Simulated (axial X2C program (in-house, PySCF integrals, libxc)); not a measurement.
## Low determinants of BSe⁻ at the PBE0 level, without spin–orbit coupling

Calculated with an in-house relativistic program for diatomic molecules. Spin-free means the one-electron spin-free X2C Hamiltonian. Basis: Se dyall-acv3z [9s10p7d5f1g], B dyall-av3z [8s7p3d2f] (cores contracted in-house); Gaussian nuclei, density fitting, unrestricted open shells. Masses: Se 79.917 u, B 11.009 u.

Search at 1.850 Å (vertical energies from the lowest determinant):

```json
{"ΔE (eV)": "0.00", "state": "M_S = 0, Λ = 0", "electrons beyond evenly filled partner blocks": "closed shell", "electrons in σ, π, δ, φ": "20 16 4 0"}
{"ΔE (eV)": "2.17", "state": "M_S = 1, Λ = 1", "electrons beyond evenly filled partner blocks": "σα, π+α", "electrons in σ, π, δ, φ": "19 17 4 0"}
{"ΔE (eV)": "2.64", "state": "M_S = 0, Λ = 1", "electrons beyond evenly filled partner blocks": "σα, π+β", "electrons in σ, π, δ, φ": "19 17 4 0"}
{"ΔE (eV)": "2.89", "state": "M_S = 1, Λ = 0", "electrons beyond evenly filled partner blocks": "2 × σα", "electrons in σ, π, δ, φ": "20 16 4 0"}
{"ΔE (eV)": "4.43", "state": "M_S = 1, Λ = 1", "electrons beyond evenly filled partner blocks": "σα, π+α, π+β, π-α", "electrons in σ, π, δ, φ": "21 15 4 0"}
{"ΔE (eV)": "4.45", "state": "M_S = 0, Λ = 1", "electrons beyond evenly filled partner blocks": "σβ, π+α, π+β, π-α", "electrons in σ, π, δ, φ": "21 15 4 0"}
```

Lowest determinant, M_S = 0, Λ = 0 (closed shell): Re = 1.825 Å, ωe = 813.8 cm⁻¹.

The determinant in row 2 of the search, M_S = 1, Λ = 1 (beyond evenly filled blocks: σα, π+α), was followed along the bond at PBE0; measured from the minimum of the lowest determinant it gives:

Te = 2.172 eV (17520 cm⁻¹), Re = 1.834 Å, ωe = 750.3 cm⁻¹.

Q: Compare the bond of the determinant in row 2 with that of the lowest one.

A: At PBE0 its Re is 0.009 Å longer and its force constant, which goes as ωe², is 0.85 times that of the lowest determinant. T0 ≈ Te + Δωe/2 = 17520 + (-32) = 17488 cm⁻¹.

The search compares states at one distance, so a state with another bond length can lie lower; it is not exhaustive and yields mostly the lowest determinant of each block pattern, so other components and higher states of one pattern are missing. These are energies of single determinants, not of spin-adapted states; PBE0 term energies can be off by some tenths of an eV, and the functional has no current term. For an anion, determinants above electron detachment are held by the basis set. Row 2 has a positive highest level at its minimum.
